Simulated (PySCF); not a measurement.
# Worked example: oscillator strength and radiative lifetime

B(I)(Me)2 (C₂H₆BI), SMILES CB(C)I.

Geometry: B3LYP-D3(BJ)/def2-SVP. The def2 effective core potentials stand for the cores of I; spin–orbit coupling is left out.

TDDFT-M06-2X/def2-SVPD run with PySCF 2.14.0 puts the first singlet state with f over 0.02 at 5.77 eV (vertical), with the transition dipole (0.736, -0.144, -0.314) in atomic units.

Task: Find the oscillator strength, the wavelength and the radiative lifetime that this transition would have in vacuum if emission retraced absorption.

Result: 
|μ|² = 0.6610 au, so |μ| = 2.07 D. ΔE = 5.77/27.211 = 0.2120 hartree. f = (2/3) ΔE |μ|² = 0.093 (the program prints 0.093).
λ = 1239.84/5.77 = 215 nm; ν = 46538 cm⁻¹.
Einstein's coefficient A = 0.6670 ν² f s⁻¹ (ν in cm⁻¹) = 1.3e8 s⁻¹, so τ = 1/A = 7.4 ns. This state is S2; the lower singlet has f = 0.000. The figure is the radiative limit of this one transition; relaxation, internal conversion, crossing to triplets and a medium change what is measured.
